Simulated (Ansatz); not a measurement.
C3H10O4Sn, SMILES `C[O][Sn]([OH])([O]C)[O]C` at its PBE0-D4/def2-TZVP geometry, where that method's forces vanish. The species carries charge 0 and has multiplicity 1. Sn takes the def2 core potential.

```
atom   x (Å)   y (Å)   z (Å)
  C1  -0.494  -2.487  -0.888
  O2  -0.642  -1.287  -1.621
 Sn3  -0.462   0.445  -0.761
  O4  -1.557   1.714  -1.732
  O5  -1.005   0.169   1.090
  C6  -0.994   1.242   2.008
  O7   1.331   1.194  -0.768
  C8   2.366   0.535  -0.070
  H9   0.559  -2.701  -0.671
 H10  -1.046  -2.473   0.057
 H11  -0.885  -3.301  -1.504
 H12  -2.177   1.269  -2.317
 H13  -1.224   0.837   2.997
 H14  -1.749   1.999   1.765
 H15  -0.017   1.737   2.063
 H16   2.671  -0.393  -0.568
 H17   3.230   1.205  -0.046
 H18   2.094   0.297   0.966
```

Task: For each bond, give half the difference of the two atoms' forces along it (eV/Å; positive pushes the atoms apart) under PBE-D4, r2SCAN-D4, B3LYP-D4, ωB97M-V in def2-TZVPP. (Best estimate.)

Result: Computed: 
```
  bond  length (Å)  PBE-D4  r2SCAN-D4  B3LYP-D4  ωB97M-V
 C1–O2       1.414    0.21       0.27      0.26     0.32
 C1–H9       1.097    0.07      -0.07     -0.09    -0.11
C1–H10       1.095    0.06      -0.07     -0.10    -0.10
C1–H11       1.093    0.11      -0.05     -0.11    -0.12
O2–Sn3       1.942    0.20       0.02      0.05    -0.11
Sn3–O4       1.937    0.25       0.10      0.14     0.00
Sn3–O5       1.949    0.24       0.04      0.09    -0.11
Sn3–O7       1.943    0.26       0.05      0.08    -0.11
 O5–C6       1.412    0.21       0.27      0.26     0.33
C6–H13       1.093    0.11      -0.05     -0.11    -0.13
C6–H14       1.096    0.07      -0.06     -0.09    -0.11
 O7–C8       1.411    0.23       0.28      0.27     0.32
C8–H16       1.097    0.07      -0.06     -0.09    -0.10
C8–H18       1.097    0.06      -0.06     -0.09    -0.09
```

B3LYP here is the variant with VWN-RPA as its local correlation; programs differ in this.
